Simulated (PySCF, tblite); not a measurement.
Isomers of C6H12N2Si2, one GFN2-xTB conformer each. Single-point energies are computed at PBE0/pcSseg-1 (PySCF, gas phase, no added dispersion term), electronic only.

**Question.** Rank them by PBE0/pcSseg-1 energy, lowest first (kcal/mol).
A. `[CH:1]#[C:2][C:3]#[C:4][Si@H:5]([SiH2:6][NH2:7])[N:8]([CH3:9])[CH3:10]` with C4–Si5–Si6–N7 51°, Si5–Si6–N7–H 174° and -47°, C4–Si5–N8–C9 161°
B. `[CH3:1][C:2]#[C:3][SiH2:4][NH:5][CH2:6][CH2:7][SiH2:8][C:9]#[N:10]` with C3–Si4–N5–C6 174°, Si4–N5–C6–C7 -149°, N5–C6–C7–Si8 49°, C6–C7–Si8–C9 171°
C. `[CH3:1][NH:2][SiH2:3][SiH2:4][c:5]1[cH:6][cH:7][cH:8][cH:9][n:10]1` with C1–N2–Si3–Si4 175°, N2–Si3–Si4–C5 -175°, Si3–Si4–C5–C6 180°
D. `[NH2:1][SiH2:2][SiH2:3][NH:4][c:5]1[cH:6][cH:7][cH:8][cH:9][cH:10]1` with H–N1–Si2–Si3 46° and -175°, N1–Si2–Si3–N4 -9°, Si2–Si3–N4–C5 -51°, Si3–N4–C5–C6 169°

**Answer.** D (0.0), C (26.1), B (53.1), A (87.4).

As drawn, the lowest has an aromatic ring, which the highest lacks; the highest has a C≡C bond and an Si–C bond, which the lowest lacks. GFN2-xTB itself gives, in the same order: 0.0, 26.8, 76.2, 85.7. Both levels put the same isomer lowest; measured from each level's own lowest isomer, the values differ by up to 23.1 kcal/mol (CC#C[SiH2]NCC[SiH2]C#N: 76.2 against 53.1).

**Question.** Which frontier levels, dipoles and rotational constants go with these structures?

**Answer.** 
| SMILES | HOMO (eV, PBE0/pcSseg-1) | LUMO (eV) | dipole (D) | A, B, C (MHz) |
| --- | --- | --- | --- | --- |
| N[SiH2][SiH2]Nc1ccccc1 | -6.01 | -0.58 | 0.78 | 1747, 606.7, 522.6 |
| CN[SiH2][SiH2]c1ccccn1 | -6.45 | -0.93 | 1.63 | 3057, 418.0, 372.1 |
| CC#C[SiH2]NCC[SiH2]C#N | -7.25 | -0.15 | 4.98 | 1439, 370.2, 308.6 |
| C#CC#C[Si@H]([SiH2]N)N(C)C | -6.37 | -1.37 | 0.80 | 1046, 598.7, 401.4 |

**Question.** What happens when harmonic zero-point energies from GFN2-xTB frequencies are added?

**Answer.** 
```tsv
SMILES	ZPE (kcal/mol)	electronic (kcal/mol)	with ZPE (kcal/mol)
N[SiH2][SiH2]Nc1ccccc1	101.8	0.0	0.0
CN[SiH2][SiH2]c1ccccn1	101.4	26.1	25.7
CC#C[SiH2]NCC[SiH2]C#N	99.4	53.1	50.8
C#CC#C[Si@H]([SiH2]N)N(C)C	99.8	87.4	85.5
```

The zero-point energies span 2.4 kcal/mol. The order is unchanged.
